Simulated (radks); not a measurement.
All-electron atom: V III in [Ar] 3d3.

Method: scalar-relativistic Kohn-Sham, PBE, spin-polarised, spherical densities, finite nucleus; open shells are filled with parallel spins first; Fermi nuclear charge, rms radius 3.6002 fm; computed with a radial shooting solver on a logarithmic mesh with Libxc functionals.

Energy parts (eV):
total: -25803.710
kinetic: 26043.645
electron-nucleus: -61076.033
Hartree: 10449.448
exchange-correlation: -1220.770

Orbitals (lengths in bohr, moments of r in powers of bohr; r(90%) holds 90 % of the orbital's charge):
\begin{tabular}{lrrrr}
orbital & occ. & eigenvalue (eV) & <r^4> & r(90%) \\ \hline
1s down & 1 & -5381.090 & 0.00009069 & 0.119 \\
1s up & 1 & -5381.069 & 0.00009069 & 0.119 \\
2s up & 1 & -619.1497 & 0.02222 & 0.479 \\
2s down & 1 & -618.1339 & 0.02209 & 0.478 \\
2p up & 3 & -519.5882 & 0.01766 & 0.451 \\
2p down & 3 & -518.8107 & 0.01751 & 0.450 \\
3s up & 1 & -87.8689 & 1.742 & 1.42 \\
3s down & 1 & -84.8713 & 1.756 & 1.42 \\
3p up & 3 & -61.6710 & 2.553 & 1.56 \\
3p down & 3 & -58.7063 & 2.604 & 1.57 \\
3d up & 3 & -22.3431 & 11.09 & 2.23 \\
3d down & 0 & -19.5692 & 12.75 & 2.31 \\
\end{tabular}

The highest occupied level is 3d up at -22.343 eV. Summed over all electrons, <r^2> = 16.69 bohr^2, which gives a Langevin (diamagnetic) susceptibility term of -13.2 x 10^-6 cm^3/mol. For comparison, the ionisation energy in NIST's Atomic Spectra Database is 29.311 eV (measured). In exact Kohn-Sham theory the highest level is minus the ionisation energy, but local and semilocal functionals leave it too shallow, through self-interaction and a potential that decays too fast; potentials with the right tail come closer. The spin density at the nucleus is -0.788 e/bohr^3 (1s -0.001, 2s -1.011, 3s 0.223). The electron density at the nucleus is 9942 e/bohr^3 (large components only). Spin moment in Bohr magnetons: 3. The density falls to 0.001 e/bohr^3 at r = 3.13 bohr.
